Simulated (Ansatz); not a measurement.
The first iterations of a band of C2H5NOSi (10 atoms, charge 0, multiplicity 1).

Method: Ansatz 0.2.0, RKS r2SCAN-D4/def2-SVP.

```json
{
 "movable images": "7",
 "climbing image": "yes",
 "spring": "5.0 eV/Å²",
 "optimiser": "quadratic models (default)",
 "start path": "through a guess of the saddle point",
 "force threshold": "0.05 eV/Å",
 "iteration limit": "60",
 "end points": "relaxed"
}
```

Image 0:

```xyz
10
Properties=species:S:1:pos:R:3
O -1.403 0.650 1.251
C -0.841 1.489 0.582
N -0.423 1.287 -0.736
C 0.145 0.184 -1.058
Si 0.627 -1.271 0.101
H -0.667 2.531 0.938
H 0.345 0.052 -2.139
H 1.785 -1.948 -0.557
H -0.508 -2.233 0.168
H 1.023 -0.792 1.453
```

Image 8:

```xyz
10
Properties=species:S:1:pos:R:3
O -0.354 2.883 -0.383
C -0.884 2.037 0.295
N -0.335 0.782 0.564
C -0.055 -0.059 -0.356
Si 0.810 -1.699 0.048
H -1.837 2.203 0.857
H -0.328 0.170 -1.412
H 1.985 -1.853 -0.861
H -0.147 -2.814 -0.225
H 1.227 -1.702 1.475
```

| iteration | highest image above the first end (eV) | largest band force component (eV/Å) |
| --- | --- | --- |
| 1 | 16.374 | 92.773 |
| 2 | 2.471 | 18.508 |
| 3 | 1.169 | 10.374 |
| 4 | 0.732 | 2.870 |
| 5 | 1.360 | 6.138 |
| 6 | 0.839 | 2.582 |
| 7 | 0.868 | 1.128 |
| 8 | 0.962 | 1.666 |
| 9 | 0.713 | 1.612 |
| 10 | 0.540 | 1.420 |
| 11 | 0.448 | 1.268 |

Problem. Does the band converge within its limit, and where does its top end?

Solution. The forces met the threshold. It ended after 33 iterations with the highest image 0.337 eV above the first end. The profile has 3 maxima (images 1, 3, 5) with wells between them (images 2, 4): this band takes more than one step, which may be the mechanism or a detour left from its start path. A vibrational analysis at the climbing image gives one clearly imaginary mode, 210i cm⁻¹: a first-order saddle point.

The run took 11 min on 2 threads of Arm Neoverse V1 (shared host), peak memory 0.16 GiB.
